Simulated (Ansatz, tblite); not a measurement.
Forces on GeHMe2(NCO) (C3H7GeNO) at its PBE-D4/def2-SVP geometry. Total charge 0; singlet.

The xTB rows come from tblite.

GFN1-xTB (tblite), largest force 2.28 eV/Å:

```xyz
13
positions Å, forces eV/Å
Ge   -0.097    0.195   -0.652   -0.197    0.502   -0.664
H    -0.274    0.503   -2.161    0.139   -0.295    0.851
C    -1.796    0.287    0.318   -0.159   -0.034   -0.023
H    -2.210    1.314    0.266    0.110   -0.527    0.088
H    -1.641    0.019    1.382   -0.131    0.120   -0.435
H    -2.528   -0.415   -0.124    0.206    0.347    0.314
C     1.308    1.294    0.159    0.145    0.065   -0.038
H     2.267    1.141   -0.371   -0.340    0.169    0.342
H     1.439    1.017    1.223   -0.005    0.161   -0.441
H     1.035    2.366    0.100    0.228   -0.489    0.081
N     0.477   -1.566   -0.599    0.685   -1.967    0.917
C     0.833   -2.571   -0.023   -0.052    0.153   -0.054
O     1.188   -3.585    0.482   -0.631    1.795   -0.938
```

GFN2-xTB (tblite), largest force 2.75 eV/Å:

```
Ge 0.103 -0.388 -0.441
H 0.111 -0.274 0.438
C -0.627 0.004 0.268
H 0.195 -0.650 0.070
H -0.159 0.156 -0.589
H 0.330 0.427 0.338
C 0.527 0.378 0.209
H -0.484 0.163 0.380
H -0.018 0.203 -0.596
H 0.230 -0.638 0.068
N 0.536 -1.495 1.004
C 0.071 -0.206 0.072
O -0.815 2.319 -1.223
```

PBE0-D4/def2-TZVP (Ansatz), largest force 1.69 eV/Å:

```
Ge -0.002 0.026 0.125
H 0.034 -0.071 0.220
C -0.241 -0.015 0.132
H 0.205 -0.497 0.023
H -0.073 0.132 -0.520
H 0.359 0.347 0.216
C 0.215 0.133 0.108
H -0.472 0.077 0.259
H -0.068 0.135 -0.520
H 0.128 -0.522 0.027
N 0.497 -1.403 0.811
C -0.091 0.248 -0.200
O -0.492 1.409 -0.681
```
